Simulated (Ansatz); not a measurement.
hydrogen bromide cation (BrH), SMILES Br (connectivity only; charge and spin as stated), charge +1, multiplicity 2.

Coordinates come from a B3LYP-D3(BJ)/def2-TZVPD optimisation. The multiplicity is an assumed one; other spin states were not compared.

Two levels are set side by side: PBE/def2-TZVPD (Ansatz, an electronic-structure program) and CAM-B3LYP/def2-TZVPD (Ansatz). Energy differences of separate SCF runs at the same geometry; the states with an electron removed or added have multiplicity 3 and 1. Differences are taken from unrounded values.

| quantity | CAM-B3LYP | PBE | PBE minus CAM-B3LYP |
|---|---|---|---|
| vertical ionisation energy (eV) | 21.01 | 20.87 | -0.14 |
| vertical electron affinity (eV) | 11.77 | 11.69 | -0.09 |

On these quantities the two levels nearly agree.
